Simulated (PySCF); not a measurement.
Correlation energy of N(2+) (nitrogen, charge +2)

[He] 2s2 2p1, 2P determinant. Calculation: PySCF 2.14, in aug-cc-pVDZ; the non-relativistic Hamiltonian (point nucleus). Frozen: 1s2; 3 electrons correlated.

MP2 pair energies summed by pair of shells (mhartree):

| pair | energy | share (%) |
| --- | --- | --- |
| 2s-2s | -29.76 | 64.5 |
| 2s-2p | -16.35 | 35.5 |

Total MP2 correlation energy: -46.11 mhartree.

Same-spin part -2.35 and opposite-spin part -43.76 mhartree; SCS-MP2 scales them by 1/3 and 6/5 to -53.30 mhartree.

```
  level  correlation energy (mhartree)
   CCSD                         -74.67
    (T)                          -0.56
CCSD(T)                         -75.23
```

Diagnostics: T1 = 0.0067, D1 = 0.0130, largest double amplitude 0.139.

Cost of the coupled-cluster step: 0.12 s of wall time on 1 thread of Neoverse-V1 (shared host), for 3 correlated electrons.

Iterations:

```
CC2 = 0
CCSD nocc = (np.int64(2), np.int64(1)), nmo = (22, 22)
frozen orbitals [[0], [0]]
max_cycle = 100
direct = 0
conv_tol = 1e-08
conv_tol_normt = 1e-06
diis_space = 8
diis_start_cycle = 0
Init t2, MP2 energy = -0.046114097917141
Init E_corr(UCCSD) = -0.0461140979172622
cycle = 1  E_corr(UCCSD) = -0.0622509310455135  dE = -0.0161368331  norm(t1,t2) = 0.0538612
cycle = 2  E_corr(UCCSD) = -0.0688551831397586  dE = -0.00660425209  norm(t1,t2) = 0.0259779
cycle = 3  E_corr(UCCSD) = -0.0747513101392853  dE = -0.005896127  norm(t1,t2) = 0.0130203
cycle = 4  E_corr(UCCSD) = -0.0746437785596702  dE = 0.00010753158  norm(t1,t2) = 0.000871931
cycle = 5  E_corr(UCCSD) = -0.0746815721581901  dE = -3.77935985e-05  norm(t1,t2) = 0.000123329
cycle = 6  E_corr(UCCSD) = -0.0746662598373293  dE = 1.53123209e-05  norm(t1,t2) = 2.72348e-05
cycle = 7  E_corr(UCCSD) = -0.0746711132219971  dE = -4.85338467e-06  norm(t1,t2) = 1.05228e-05
cycle = 8  E_corr(UCCSD) = -0.0746711190990525  dE = -5.87705541e-09  norm(t1,t2) = 5.17625e-07
UCCSD converged
E(UCCSD) = -52.88194012012248  E_corr = -0.07467111909905252
UCCSD(T) correction = -0.000563165158825524
```
